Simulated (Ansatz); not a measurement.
Ansatz results at the PBE0-D4/def2-TZVP geometry: size of the dipole moment (B3LYP/def2-TZVPP) 3.00 D; HOMO–LUMO gap (PBE/def2-TZVPP) 6.35 eV; HOMO–LUMO gap (ωB97M-V/def2-TZVPP) 13.06 eV.

Each molecule was computed in one conformer, which needn't be the lowest.

(1) Which molecule gave them?
A. `C[Si](O)(Cl)C#N`
B. `OB(F)[SiH3]`
C. `C[SiH](Cl)N=C=O`
D. `CC1BO1`

Results:

(1) A. The others give `C[SiH](Cl)N=C=O`: 2.54, 6.41, 12.97; `OB(F)[SiH3]`: 2.11, 5.60, 12.04; `CC1BO1`: 1.47, 5.10, 11.61.

B3LYP here is the variant with VWN-RPA as its local correlation; programs differ in this.
